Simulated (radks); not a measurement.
Problem. Radial electron density D(r) = 4 pi r^2 rho(r) of an atom or ion with 24 electrons. Method: Dirac Kohn-Sham, LDA (Slater exchange, Perdew-Wang correlation), spin-unpolarised, spherical densities, finite nucleus; Fermi nuclear charge, rms radius of each element as measured or else 0.836 A^(1/3) + 0.57 fm; computed with a radial shooting solver on a logarithmic mesh with Libxc functionals.

```
   r/bohr * D(r) (the largest magnitude, 32.8, reaches the edge; | marks zero)
 0.004817 |   *
 0.006425 |      *
  0.00857 |          *
  0.01143 |                *
  0.01537 |                        *
   0.0205 |                                  *
  0.02734 |                                           *
  0.03646 |                                                 *
  0.04863 |                                                 *
  0.06538 |                                           *
   0.0872 |                                      *
   0.1163 |                                         *
   0.1551 |                                                  *
   0.2086 |                                                      *
   0.2782 |                                          *
    0.371 |                        *
   0.4948 |                   *
     0.66 |                       *
   0.8874 |                      *
    1.184 |            *
    1.579 |    *
    2.105 | *
    2.831 *
    3.775 *
    5.035 *
    6.716 *
    8.958 *
    12.04 *
    16.06 *
```

What is the nuclear charge?

Solution. Z = 25. The innermost maximum, from 1s, lies near gamma/Z bohr with gamma = sqrt(1 - (Z/c)^2) = 0.983, here 0.0393 bohr (found: 0.0424), and its height grows with Z. The density is that of the manganese ion Mn+ in [Ar] 3d5 4d1; the configuration itself is not fixed sharply by these data, and Z only to about a unit. D(r) has 4 maxima, at r = 0.0424, 0.196, 0.732, 4.80 bohr, and minima at 0.0937, 0.472, 3.69 bohr, inside which lie 2.13, 10.65, 23.14 electrons.
